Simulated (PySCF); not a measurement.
All of these have the formula C5H7NO2Si. Theory: TDDFT CAM-B3LYP/def2-SVPD, vertical, gas phase, core orbitals frozen in the response in PySCF 2.14.0, density-fitted response routines. Geometries: GFN2-xTB; one conformer of each isolated species. Triplets are in the Tamm–Dancoff approximation.

A. `[H]/N=C(/CC#C[SiH3])C(=O)O`
B. `N#C[C@H]1C[Si@H](C(=O)O)C1`
C. `C=C[C@H](O[SiH2]C#N)C=O`

Lowest singlet levels (six at most, fewer where fewer were computed) with oscillator strengths:

1. 258 nm (f 0.002); 183 nm (f 0.004); 181 nm (f 0.200); 172 nm (f 0.047); 163 nm (f 0.001); 162 nm (f 0.001); T1 4.18 eV
2. 297 nm (f 0.004); 229 nm (f 0.000); 220 nm (f 0.037); 214 nm (f 0.005); 198 nm (f 0.000); 191 nm (f 0.005); T1 3.50 eV
3. 276 nm (f 0.004); 197 nm (f 0.039); 184 nm (f 0.071); 178 nm (f 0.002); 173 nm (f 0.012); 170 nm (f 0.021); T1 3.91 eV

Task: Match each spectrum to its molecule.

Result: 1 = B, 2 = A, 3 = C.
- A: S1 at 4.17 eV, HOMO→LUMO (54%), HOMO-2→LUMO (40%); Löwdin shares by element: HOMO carbon 46% or more, nitrogen 18%, oxygen 6% or more (atoms not listed hold the other 29%); LUMO carbon 40% or more, nitrogen 26%, oxygen 17% or more (atoms not listed hold the other 17%); HOMO -9.08 and LUMO -0.90 eV.
- B: S1 at 4.81 eV, HOMO→LUMO (82%); Löwdin shares by element: HOMO oxygen 50%, carbon 12% or more, silicon 10% (atoms not listed hold the other 27%); LUMO oxygen 29%, carbon 27% or more, silicon 20% (atoms not listed hold the other 24%); HOMO -9.49 and LUMO -0.41 eV; point group Cs.
- C: S1 at 4.50 eV, HOMO→LUMO (64%), HOMO-1→LUMO (20%); Löwdin shares by element: HOMO carbon 48% or more, oxygen 20% or more (atoms not listed hold the other 32%); LUMO carbon 50% or more, oxygen 29% or more (atoms not listed hold the other 21%); HOMO -9.49 and LUMO -0.67 eV.
